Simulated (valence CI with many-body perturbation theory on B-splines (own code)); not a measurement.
## I XLVII in brief

Method: valence CI with perturbative core correlation (CI+MBPT): five valence electrons over a frozen Dirac-Fock core [He], radial functions for each j: 9 s, 9 p, 8 d, 6 f, 3 g, 1 h, with the one-electron correlation potential Σ1, the two-electron term Σ2, the three-electron term Σ3, Breit, model QED; selected CI, second order for the rest (own B-spline code, finite nucleus).

No measured spectrum was set against this ion. As an estimate, large intervals hold to a few tenths of a per cent, small ones and those within an open d or f shell to about a per cent. Among the levels kept, up to 1300 cm⁻¹ of a level comes from second order outside the variational space, and about a tenth of that is noise between levels of different J, which matters for small intervals.

Levels are named by their leading jj configuration (3d3/2^4 stands for four electrons in 3d with j = 3/2), which in mixed levels can hold well under half, so a name can repeat and another be missing.

Rates and lifetimes use the calculated energies. Strong lines usually hold to 10 to 20 %, long lifetimes can be off by a factor of two.

Question: What is the ground level?

Answer: (2s^2 2p1/2^2 2p3/2) J=3/2, composition 46 % 2s²2p³ ²P° + 28 % 2s²2p³ ⁴S° + 26 % 2s²2p³ ²D°, g = 1.363.

Question: How well does LS coupling describe the low levels?

Answer: Among the lowest 20 levels the leading LS term, summed over configurations, holds 61 % on average. For single configurations the figures are 61 % in LS and 99 % in jj coupling. Terms mix most in the J = 3/2 level at 335.13 Ry, where the leading one holds 31 %.

Question: Name the longest-lived excited levels whose lifetime is computed, and their main decay.

Answer: (2s^2 2p1/2 2p3/2^2) J=5/2 at 23.17 Ry lives 22.0 ns, mostly by M1 to (2s^2 2p1/2^2 2p3/2) J=3/2; (2s^2 2p1/2 2p3/2^2) J=1/2 at 25.39 Ry lives 5.63 ns, mostly by M1 to (2s^2 2p1/2^2 2p3/2) J=3/2; (2s^2 2p1/2 2p3/2^2) J=3/2 at 21.71 Ry lives 3.80 ns, mostly by M1 to (2s^2 2p1/2^2 2p3/2) J=3/2.

Question: What is the ionisation energy?

Answer: 8044.3 eV; NIST lists 8044 ± 4 eV (theoretical).

Question: Among levels below 378.48 Ry, which E1 lines absorb most strongly from the ground level?

Answer: to (2s^2 2p1/2 2p3/2 3d3/2) J=5/2 at 0.2508 nm, f = 0.579; to (2s^2 2p1/2^2 3d5/2) J=5/2 at 0.2663 nm, f = 0.525; to (2s^2 2p1/2 2p3/2 3d3/2) J=1/2 at 0.2500 nm, f = 0.227.

Question: What are the static dipole polarisabilities of the lowest levels?

Answer: (2s^2 2p1/2^2 2p3/2) J=3/2 0.000409 (tensor 7.8e-05) bohr³, of which the core gives 9.97e-07.

Question: Where does the other parity begin?

Answer: At (2s 2p1/2^2 2p3/2^2) J=5/2, 37.33 Ry.
